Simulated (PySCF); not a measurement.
# Sr⁺ (strontium, charge +1) across methods

[Kr] 4d1, 2D determinant (an excited configuration). Computed with PySCF 2.14 in x2c-TZVPPall with one added diffuse shell each of s, p, d, f type (9s7p7d3f1g, 95 functions), with the spin-free X2C one-electron Hamiltonian (Gaussian nucleus).

| method | E (hartree) | mean ε 4p α (eV) | mean ε 4p β (eV) | mean ε 4d α (eV) | Σ⟨r²⟩ (bohr²) | ⟨S²⟩ |
| --- | --- | --- | --- | --- | --- | --- |
| BLYP | -3179.07 | -27.271 | -26.967 | -6.176 | 38.88 | 0.750 |
| LDA | -3174.80 | -27.561 | -27.232 | -6.193 | 38.42 | 0.750 |
| r2SCAN | -3178.97 | -28.031 | -27.642 | -6.321 | 38.10 | 0.751 |
| wB97X-V | -3178.74 | -31.870 | -31.445 | -8.750 | 37.93 | 0.751 |
| LC-wPBE | -3178.62 | -32.230 | -31.730 | -9.102 | 37.49 | 0.751 |
| PBEsol | -3176.63 | -27.426 | -27.076 | -6.205 | 38.46 | 0.750 |
| UHF | -3177.07351 | -34.318 | -33.556 | -8.702 | 38.66 | 0.752 |
| PBE0 | -3178.67 | -29.403 | -28.943 | -7.002 | 38.20 | 0.751 |

(1) Estimate the same row for PBE.

Results:

(1) E (hartree) = -3178.59; mean ε 4p α (eV) = -27.439; mean ε 4p β (eV) = -27.083; mean ε 4d α (eV) = -6.266; Σ⟨r²⟩ (bohr²) = 38.54; ⟨S²⟩ = 0.751.
